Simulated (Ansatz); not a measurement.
Molecule: ScF2 (charge +1, singlet). 
Coordinates optimised at B3LYP-D3(BJ)/def2-TZVP (Ansatz, a quantum-chemistry and plane-wave program):
```
Sc
F 1 1.7677
F 1 1.7677 2 114.21
```
Charge +1, spin multiplicity 1.

Basis-set convergence of Hartree-Fock and CCSD(T) correlation energies (hartree) with Ansatz. Valence correlation only, unless marked. Spin-orbit coupling is left out. The frozen core is the preceding noble-gas configuration, with the filled d and f shells of earlier blocks. No relativistic terms.

```tsv
basis	functions	E(HF)	E(corr, CCSD(T))	rough core time
def2-SVPD	80	-958.29712	-0.46494	under 20 s
def2-TZVPPD	147	-958.63668	-0.58845	under 20 s
def2-QZVPPD	225	-958.65905	-0.63489	50 s
```

Extrapolating the two largest sets (X = 3 and 4) as X^-3: E(corr) = (64·(-0.63489) - 27·(-0.58845))/37 = -0.6688 Eh, an estimate of the basis-set limit. The largest set recovers 94.9 % of it, the smallest 69.5 %.
